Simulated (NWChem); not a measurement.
System: Si₂H₄OClF; SMILES F[SiH2]O[SiH2]Cl

Input file for NWChem:

```
start job
memory heap 200 mb stack 900 mb global 1100 mb
geometry units angstroms noautoz
  Si    -0.641034    -1.774322    -0.219153
  F     -0.075707    -2.466288     1.118227
  O      0.259777    -0.441777    -0.563771
  Si     0.940135     0.991803    -0.146398
  Cl    -0.363500     2.105747     1.024644
  H     -2.046837    -1.382645     0.018156
  H     -0.483402    -2.720306    -1.343073
  H      1.200445     1.762031    -1.378943
  H      2.163537     0.769767     0.652338
end
basis spherical
  * library sto-3g
end
dft
  xc pbe0
  iterations 150
  mulliken
end
task dft energy
```

The geometry was optimised at B3LYP/6-31G* (spherical d).

What results follow from this input? (PBE0/STO-3G.) Quantities: basis functions; energy (Ha); highest occupied level (eV); orbital gap (eV); dipole (D).


```json
{
 "number_of_basis_functions": "41",
 "energy (Ha)": "-1202.01",
 "highest occupied level (eV)": "-5.11",
 "orbital gap (eV)": "9.90",
 "dipole (D)": "2.73"
}
```
